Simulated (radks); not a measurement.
Values are calculated unless marked as measured or tabulated.
Q: Ionisation of neutral thulium, [Xe] 4f13 6s2, to Tm+, [Xe] 4f13 6s1, under several functionals. Dirac Kohn-Sham, spin-unpolarised, spherical densities, point nucleus; open shells fill j = l - 1/2 first; a radial shooting solver on a logarithmic mesh with Libxc functionals. Known Delta-SCF values: SOGGA 6.361 eV; RPBE 6.353 eV. What does AM05 give, and what is its highest occupied eigenvalue?

A: 6.415 eV by Delta-SCF; the 4f7/2 eigenvalue is -2.608 eV. NIST: 6.184 eV (measured).

Beside tabulated values, note that spin-unpolarised runs miss the spin-polarisation part of the exchange energy of open shells.
